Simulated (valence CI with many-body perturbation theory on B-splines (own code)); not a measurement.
**E1 transitions of Ce⁷⁺**

Computed by valence CI with perturbative core correlation (CI+MBPT): five valence electrons over a frozen Dirac-Fock core [Kr] 4d10, a basis of 7 s, 7 p, 7 d, 7 f, 4 g, 2 h functions for each j, with the one-electron correlation potential Σ1, the two-electron term Σ2, the three-electron term Σ3, Breit, model QED; selected CI, second order for the rest (own B-spline code, finite nucleus).

No measured spectrum was set against this ion. As an estimate, levels hold to about 250 cm⁻¹ or 0.2 % of their energy and the worst to 1 %, as in measured heavy ions of charge 2 to 7; those with d or f electrons hold less well. Among the levels kept, up to 2500 cm⁻¹ of a level comes from second order outside the variational space, and about a tenth of that is noise between levels of different J, which matters for small intervals.

Lines 251 to 300 of 523 in falling wavelength, among levels below 305830 cm⁻¹, chosen from the strongest by gf and those to the six lowest levels. Wavelengths and rates use the calculated energies, so an error of 200 cm⁻¹ moves a line at 52.52 nm by 0.11 % and its rate by three times that or more. Electric multipoles are in the length gauge, E1 and E2 with the static RPA response of the core. Weak lines are less certain than strong ones. Lines between different terms over intervals too small for the method are left out, as are lines whose strength nearly cancels. Where a level lies close to another of its J and parity, the split of strength between their lines is uncertain. The highest levels of a list are the least certain.

Names give the largest LS component (configuration and term), which can be under half, so a name can repeat, a term be missing and a line seem to break the LS rules; names also repeat where a configuration has a term twice. Letters in brackets count levels of one name in rising energy.

```tsv
λ vac (nm)	Upper	Lower	A (s⁻¹)	log gf	Branch %
52.52	5s²5p²5d ²D_5/2 [b]	4f5s²5p² ²F°_5/2 [b]	3.50e+08	-1.06	5.2
52.49	4f5s5p³ ²F_7/2 [b]	4f5s²5p² ⁴G°_9/2	2.22e+08	-1.13	5.5
52.46	4f5s5p³ ⁴G_5/2 [b]	4f5s²5p² ⁴G°_7/2	8.46e+08	-0.68	7.3
52.40	4f5s5p³ ⁴D_7/2	4f5s²5p² ⁴D°_5/2	8.04e+08	-0.58	16.5
52.36	5s²5p²5d ⁴D_5/2	4f5s²5p² ⁴G°_5/2	1.46e+08	-1.44	3.4
52.23	4f5s5p³ ⁴F_7/2 [e]	4f5s²5p² ²G°_9/2 [b]	6.84e+08	-0.65	3.2
52.18	5s²5p²5d ²D_3/2 [b]	4f5s²5p² ⁴D°_1/2	6.82e+08	-0.95	3.0
52.17	4f5s5p³ ²G_9/2 [c]	4f5s²5p² ²G°_9/2 [b]	5.91e+08	-0.62	12.1
52.13	4f5s5p³ ⁴F_7/2 [e]	4f5s²5p² ²G°_7/2	8.73e+08	-0.55	4.1
52.13	4f5s5p³ ²D_3/2 [a]	4f5s²5p² ⁴G°_5/2	8.08e+07	-1.88	0.4
52.11	5s²5p²5d ²D_3/2 [b]	4f5s²5p² ⁴D°_3/2	1.02e+09	-0.78	4.4
52.03	5s5p⁴ ²P_3/2	5s²5p³ ²D°_5/2	3.04e+09	-0.31	69.3
51.96	5s²5p²5d ²D_5/2 [a]	4f5s²5p² ⁴F°_3/2	2.94e+08	-1.15	1.4
51.94	4f5s5p³ ⁴F_3/2 [c]	5s²5p³ ²P°_3/2	1.66e+08	-1.57	3.4
51.93	5s²5p²5d ²F_7/2 [c]	4f5s²5p² ²G°_9/2 [b]	3.44e+08	-0.95	1.8
51.85	5s²5p²5d ²D_3/2 [b]	4f5s²5p² ²F°_5/2 [a]	1.09e+09	-0.76	4.7
51.81	4f5s5p³ ²D_5/2 [c]	4f5s²5p² ⁴D°_3/2	2.68e+08	-1.19	1.3
51.74	4f5s5p³ ⁴D_7/2	4f5s²5p² ⁴G°_9/2	2.52e+08	-1.09	5.2
51.73	5s²5p²5d ²D_5/2 [b]	4f5s²5p² ²D°_3/2 [a]	3.47e+08	-1.08	5.2
51.71	4f5s5p³ ²D_5/2 [c]	4f5s²5p² ²F°_7/2 [a]	1.17e+09	-0.55	5.6
51.67	4f5s5p³ ⁴D_1/2	5s²5p³ ²P°_3/2	8.28e+08	-1.18	20.8
51.67	4f²5s5p² ⁶G_5/2	4f5s²5p² ²F°_5/2 [b]	6.85e+08	-0.78	13.9
51.63	5s²5p²5d ⁴F_3/2	5s²5p³ ²D°_3/2	2.08e+08	-1.48	12.6
51.58	5s²5p²5d ⁴D_5/2	5s²5p³ ²P°_3/2	5.46e+07	-1.88	1.3
51.57	4f5s5p³ ⁴F_9/2 [c]	4f5s²5p² ²G°_9/2 [b]	2.73e+08	-0.96	1.9
51.35	4f5s5p³ ²D_3/2 [a]	5s²5p³ ²P°_3/2	1.33e+08	-1.68	0.7
51.30	5s²5p²5d ⁴D_1/2	5s²5p³ ²P°_1/2	3.39e+08	-1.57	23.0
51.18	5s5p⁴ ²D_3/2	5s²5p³ ⁴S°_3/2	2.84e+08	-1.35	10.4
51.15	4f5s5p³ ²G_7/2	4f5s²5p² ⁴D°_5/2	2.13e+08	-1.18	5.5
50.89	4f5s5p³ ²F_7/2 [a]	4f5s²5p² ⁴G°_5/2	6.55e+07	-1.69	2.9
50.86	4f5s5p³ ⁴F_7/2 [f]	4f5s²5p² ²G°_9/2 [b]	3.70e+08	-0.94	3.1
50.84	4f5s5p³ ⁴D_7/2	4f5s²5p² ²D°_5/2 [a]	1.98e+08	-1.21	4.1
50.74	4f5s5p³ ⁴F_5/2 [c]	4f5s²5p² ⁴D°_3/2	6.99e+08	-0.79	2.9
50.66	5s²5p²5d ²D_5/2 [a]	4f5s²5p² ⁴G°_7/2	7.84e+08	-0.74	3.6
50.65	4f5s5p³ ⁴F_3/2 [f]	4f5s²5p² ⁴D°_1/2	2.33e+09	-0.44	7.5
50.64	4f5s5p³ ⁴F_5/2 [c]	4f5s²5p² ²F°_7/2 [a]	7.19e+08	-0.78	2.9
50.60	4f5s5p³ ⁴F_7/2 [e]	4f5s²5p² ²F°_7/2 [a]	2.55e+09	-0.11	12.1
50.58	4f5s5p³ ⁴F_3/2 [f]	4f5s²5p² ⁴D°_3/2	2.53e+09	-0.41	8.1
50.54	5s²5p²5d ⁴D_3/2	5s²5p³ ²P°_1/2	1.45e+08	-1.65	3.0
50.51	4f5s5p³ ²G_7/2	4f5s²5p² ⁴G°_9/2	6.46e+08	-0.70	16.6
50.49	4f5s5p³ ⁴F_5/2 [c]	4f5s²5p² ²F°_5/2 [a]	4.34e+09	0.00	17.7
50.48	5s²5p²5d ⁴F_5/2	5s²5p³ ²D°_5/2	8.07e+07	-1.73	2.9
50.46	4f5s5p³ ⁴F_7/2 [e]	4f5s²5p² ²F°_5/2 [a]	1.87e+08	-1.24	0.9
50.46	4f5s5p³ ²G_9/2 [d]	4f5s²5p² ²G°_9/2 [b]	1.65e+08	-1.20	2.3
50.45	5s²5p²5d ⁴P_5/2	4f5s²5p² ⁴D°_7/2 [a]	4.97e+08	-0.94	2.3
50.43	4f5s5p³ ²F_7/2 [c]	4f5s²5p² ²G°_9/2 [b]	1.90e+09	-0.24	16.7
50.39	5s5p⁴ ²P_1/2	5s²5p³ ²D°_3/2	3.58e+09	-0.56	54.8
50.36	4f5s5p³ ²G_7/2	4f5s²5p² ⁴D°_7/2 [b]	2.62e+08	-1.10	6.7
50.34	4f5s5p³ ²G_9/2 [c]	4f5s²5p² ⁴G°_11/2	2.01e+09	-0.12	41.0
50.34	4f5s5p³ ⁴F_3/2 [f]	4f5s²5p² ²F°_5/2 [a]	1.33e+09	-0.69	4.3
```
